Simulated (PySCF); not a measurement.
Vertical excitations of a molecule C5H7O, multiplicity 2 from TDA-PBE/def2-SVPD in PySCF, as energy in eV (oscillator strength): 1.18 (0.000), 3.94 (0.022), 4.60 (0.002), 4.75 (0.002), 4.85 (0.000), 4.93 (0.009), 5.22 (0.003), 5.36 (0.000), 5.41 (0.001), 5.48 (0.001). Geometry: r2SCAN-D4/def2-SVP. One conformer was computed; it need not be the lowest.

### Question
Pick the molecule that these values belong to.
A) O=C1C[CH]CC1
B) O=C1[CH]CCC1
C) C[C]=CC(C)=O

### Answer
B, O=C1[CH]CCC1
